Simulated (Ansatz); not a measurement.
`ClC1[SiH2]B[SiH2]1` and `B1[SiH2]C[SiH2]1` differ in one atom or group.

Ansatz, PBE0-D4/def2-TZVP geometries, multiplicity 1. 

```csv
property,`ClC1[SiH2]B[SiH2]1`
HOMO–LUMO gap (B3LYP/def2-TZVPP) / eV,5.03
HOMO energy (PBE/def2-TZVPP) / eV,-6.28
HOMO–LUMO gap (ωB97M-V/def2-TZVPP) / eV,9.33
LUMO energy (B3LYP/def2-TZVPP) / eV,-2.11
HOMO energy (PBE0/def2-TZVPP) / eV,-7.37
LUMO energy (PBE0/def2-TZVPP) / eV,-1.95
```

What does the change do to each property? (Estimate.)

The calculation gave: 
```csv
property,`B1[SiH2]C[SiH2]1`,shift
HOMO–LUMO gap (B3LYP/def2-TZVPP) / eV,3.96,-1.07
HOMO energy (PBE/def2-TZVPP) / eV,-6.02,0.26
HOMO–LUMO gap (ωB97M-V/def2-TZVPP) / eV,8.33,-1.00
LUMO energy (B3LYP/def2-TZVPP) / eV,-2.96,-0.85
HOMO energy (PBE0/def2-TZVPP) / eV,-7.10,0.27
LUMO energy (PBE0/def2-TZVPP) / eV,-2.81,-0.86
```

With PBE0 the HOMO rises by 0.27 eV and the LUMO falls by 0.86 eV, so the gap narrows by about 1.13 eV. PBE moves the HOMO by 0.26 eV and ωB97M-V by 0.26 eV.

B3LYP here is the variant with VWN-RPA as its local correlation; programs differ in this.
